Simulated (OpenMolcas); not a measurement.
## OpenMolcas run: O5+

Input:

```
&GATEWAY
Coord
1

O 0.0 0.0 0.0
Basis=ANO-R1
Group=XYZ
NoMove
AngMom=0.0 0.0 0.0
AMFI
&SEWARD
* reference wave functions (RASSCF and RASSI steps not shown): 1 electron in 9 orbitals (RAS2 2s 2p; RAS3 3d, at most 1 electron)
>>> COPY JOB001 $Project.JobIph
&CASPT2
Multistate=1 1
Frozen=0 0
IPEA=0.5
MaxIter=60
WThr=0.0 0.3 0.05
PrWF=0.5
NoMix
>>> COPY JOB002 $Project.JobIph
&CASPT2
Multistate=3 1 2 3
Frozen=0 0
IPEA=0.5
MaxIter=60
WThr=0.0 0.3 0.05
PrWF=0.5
NoMix
```

Launched by
```bash
OMP_NUM_THREADS=1 MOLCAS_MEM=2252 MOLCAS_PROJECT=a pymolcas a.inp > a.log  # once for each step of the input, in one work folder
```

Output, cut to the results:

```
--- CASPT2 ---
Orbital specifications:
      -----------------------

      Symmetry species                           1   2
                                                ag  au
      Frozen orbitals                            0   0
      Inactive orbitals                          1   0
      Active orbitals                            6   3
      Secondary orbitals                         1   3
      Deleted orbitals                           0   0
      Number of basis functions                  8   6
Type of calculation                        SS-CASPT2
      Fock operator                              state-specific
      IPEA shift                                 0.50
      Real shift                                 0.00
      Imaginary shift                            0.00
      The input orbitals will be transformed to quasi-canonical
Reference energy:         -64.0732302469
      E2 (Non-variational):      -0.0009435002
      E2 (Variational):          -0.0009435002
      Total energy:             -64.0741737471
      Residual norm:              0.0000000012
      Reference weight:           0.99997
      Contributions to the CASPT2 correlation energy
      Active & Virtual Only:         -0.0000000000
      One Inactive Excited:          -0.0005359786
      Two Inactive Excited:          -0.0004075216
::    CASPT2 Root  1     Total energy:    -64.07417375
--- CASPT2 ---
Orbital specifications:
      -----------------------

      Symmetry species                           1   2
                                                ag  au
      Frozen orbitals                            0   0
      Inactive orbitals                          1   0
      Active orbitals                            6   3
      Secondary orbitals                         1   3
      Deleted orbitals                           0   0
      Number of basis functions                  8   6
Type of calculation                        MS-CASPT2
      Fock operator                              state-specific
      IPEA shift                                 0.50
      Real shift                                 0.00
      Imaginary shift                            0.00
      The input orbitals will be transformed to quasi-canonical
Reference energy:         -63.7400058266
      E2 (Non-variational):      -0.0011493489
      E2 (Variational):          -0.0011493489
      Total energy:             -63.7411551756
      Residual norm:              0.0000000034
      Reference weight:           0.99996
      Contributions to the CASPT2 correlation energy
      Active & Virtual Only:          0.0000000000
      One Inactive Excited:          -0.0006863356
      Two Inactive Excited:          -0.0004630133
Reference energy:         -63.7400058266
      E2 (Non-variational):      -0.0011493489
      E2 (Variational):          -0.0011493489
      Total energy:             -63.7411551756
      Residual norm:              0.0000000034
      Reference weight:           0.99996
      Contributions to the CASPT2 correlation energy
      Active & Virtual Only:          0.0000000000
      One Inactive Excited:          -0.0006863356
      Two Inactive Excited:          -0.0004630133
::    CASPT2 Root  1     Total energy:    -63.74115518
::    CASPT2 Root  2     Total energy:    -63.74115518
::    CASPT2 Root  3     Total energy:    -63.74115518
::    MS-CASPT2 Root  1     Total energy:    -63.74115518
::    MS-CASPT2 Root  2     Total energy:    -63.74115518
::    MS-CASPT2 Root  3     Total energy:    -63.74115518
```

Levels above the lowest, from the spin-orbit matrix with the single-state CASPT2 energies, averaged by term, on its diagonal:

```
Configuration  Term    J  E (cm⁻¹)  Measured (cm⁻¹)      g  Term weight %
           2s    ²S  1/2       0.0              0.0  2.002            100
           2p   ²P°  1/2     72819            96375  0.666            100
           2p   ²P°  3/2     73224            96908  1.334            100
```

Against the 2 measured excited levels shown (Moore, Selected Tables of Atomic Spectra, NSRDS-NBS 3, section 8) the mean absolute deviation is 24000 cm-1; the largest miss in energy is 2p ²P°_3/2: computed 73224, measured 96908 cm⁻¹ (-24.4 %).

With one active electron outside closed inactive shells, the extra shells (3d) add no correlation to the reference. With one active electron, CASPT2 adds the correlation within the correlated inactive shells and between them and that electron, and leaves the splitting within a term as the reference gives it. The basis is small and was not contracted for so high a charge. Computed and measured levels are paired by configuration, term and J; levels that our copy of the source lacks, or whose pairing is in doubt (as where it misses far off the trend of its configuration), stay unpaired and out of the deviations. Only configurations of the active space appear. The first state left out of the spin-orbit step lies near 700000 cm-1 above the lowest spin-free state of the reference (among the parities and spins computed), and the list stops at four fifths of that energy or lower.

The CASPT2 steps took 0.88 s on 1 thread of Arm Neoverse V2, with other jobs on the host; the integral step is not counted.

The term weight is that of the spin-free term in the level, not the purity of its configuration. ° marks odd parity.
